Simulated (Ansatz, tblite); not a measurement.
Forces on Cd₂SF₂ at its PBE0-D4/def2-SVP geometry. The state is a singlet with charge 0.

In the def2 sets Cd takes a core potential; there is no spin–orbit coupling. The xTB rows come from tblite. The structure comes from a short search, and lower isomers may exist.

GFN1-xTB (tblite), largest force 0.24 eV/Å:

```xyz
5
positions Å, forces eV/Å
Cd   -0.521    1.462    0.804   -0.029   -0.084   -0.121
Cd    0.768   -1.485   -0.511   -0.108    0.097   -0.041
S     1.112   -0.103    1.323   -0.082    0.008   -0.098
F    -1.871    2.786    0.407    0.171   -0.152    0.067
F     0.512   -2.660   -2.023    0.047    0.132    0.193
```

GFN2-xTB (tblite), largest force 0.73 eV/Å:

```
Cd -0.222 0.106 -0.178
Cd -0.145 -0.072 -0.258
S 0.466 -0.043 0.555
F -0.128 0.183 0.020
F 0.028 -0.173 -0.139
```

r2SCAN-D4/def2-TZVP (Ansatz), largest force 0.31 eV/Å:

```
Cd 0.211 -0.222 0.047
Cd 0.026 0.200 0.235
S -0.165 0.015 -0.196
F -0.066 0.071 -0.013
F -0.006 -0.064 -0.073
```
